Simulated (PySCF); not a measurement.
Isomers of C6H8F2O, one GFN2-xTB conformer each. Single-point energies are computed at PBE0/pcSseg-1 (PySCF, gas phase, no added dispersion term), electronic only.

**Question.** Rank them by PBE0/pcSseg-1 energy, lowest first (kcal/mol).
A. `[F:1][CH:2]([F:3])[C@H:4]1[CH2:5][CH2:6][CH:7]=[CH:8][O:9]1` with F1–C2–C4–C5 161°, C2–C4–C5–C6 63°, C4–C5–C6–C7 44°, C5–C6–C7–C8 -16°, C7–C8–O9–C4 -10°
B. `[CH2:1]=[C:2]([CH:3]=[O:4])[C@H:5]([CH3:6])[CH:7]([F:8])[F:9]` with C1–C2–C3–O4 -178°, C1–C2–C5–C6 62°, C2–C5–C7–F8 -53°
C. `[CH2:1]=[C:2]([F:3])[C@@H:4]([F:5])[C@@H:6]([CH3:7])[CH:8]=[O:9]` with C1–C2–C4–F5 -14°, C2–C4–C6–C7 179°, C4–C6–C8–O9 130°
D. `[CH3:1][C@@H:2]1[CH:3]=[CH:4][C@H:5]1[O:6][CH:7]([F:8])[F:9]` with C4–C5–O6–C7 -179°, C5–O6–C7–F8 166°
E. `[CH2:1]=[CH:2][C@@H:3]([CH3:4])[C@@H:5]([F:6])[C:7](=[O:8])[F:9]` with C1–C2–C3–C4 121°, C2–C3–C5–F6 -64°, C3–C5–C7–O8 -111°
F. `[CH2:1]=[CH:2]/[CH:3]=[C:4](\[O:5][CH3:6])[CH:7]([F:8])[F:9]` with C1–C2–C3–C4 -179°, C3–C4–O5–C6 -157°, C3–C4–C7–F8 101°
G. `[CH2:1]=[C:2]([F:3])[C@@H:4]([F:5])[C@H:6]([CH3:7])[CH:8]=[O:9]` with C1–C2–C4–F5 -9°, C2–C4–C6–C7 -61°, C4–C6–C8–O9 -105°

**Answer.** E (0.0), A (1.7), B (3.8), G (15.6), C (16.1), D (22.5), F (28.0).

As drawn, the lowest has a C=O bond, which the highest lacks; the highest has two fluorines on one carbon, which the lowest lacks. Neighbours under 2.5 kcal/mol apart (C=C[C@@H](C)[C@@H](F)C(=O)F and FC(F)[C@H]1CCC=CO1; FC(F)[C@H]1CCC=CO1 and C=C(C=O)[C@H](C)C(F)F; C=C(F)[C@@H](F)[C@H](C)C=O and C=C(F)[C@@H](F)[C@@H](C)C=O) can change places with a better method, another conformer or zero-point energy. C=C(F)[C@@H](F)[C@H](C)C=O and C=C(F)[C@@H](F)[C@@H](C)C=O are stereoisomers, 0.5 kcal/mol apart in the conformers taken. GFN2-xTB itself gives, in the same order: 18.3, 0.0, 22.3, 27.2, 27.1, 24.4, 32.2. GFN2-xTB puts FC(F)[C@H]1CCC=CO1 lowest instead; measured from each level's own lowest isomer, the values differ by up to 18.5 kcal/mol (C=C(C=O)[C@H](C)C(F)F: 22.3 against 3.8).

**Question.** Which frontier levels, dipoles and rotational constants go with these structures?

**Answer.** 
```tsv
SMILES	HOMO (eV, PBE0/pcSseg-1)	LUMO (eV)	dipole (D)	A, B, C (MHz)
C=C[C@@H](C)[C@@H](F)C(=O)F	-8.02	-0.66	3.19	1945, 1374, 1100
FC(F)[C@H]1CCC=CO1	-6.78	0.69	2.29	2676, 1380, 1108
C=C(C=O)[C@H](C)C(F)F	-7.72	-1.91	2.58	2190, 1213, 1122
C=C(F)[C@@H](F)[C@H](C)C=O	-7.57	-1.01	2.60	2607, 1023, 956.6
C=C(F)[C@@H](F)[C@@H](C)C=O	-7.46	-0.86	2.42	1984, 1266, 1077
C[C@@H]1C=C[C@H]1OC(F)F	-7.86	-0.19	3.12	3113, 1056, 852.3
C=C/C=C(\OC)C(F)F	-6.35	-0.96	2.07	2164, 1099, 791.4
```
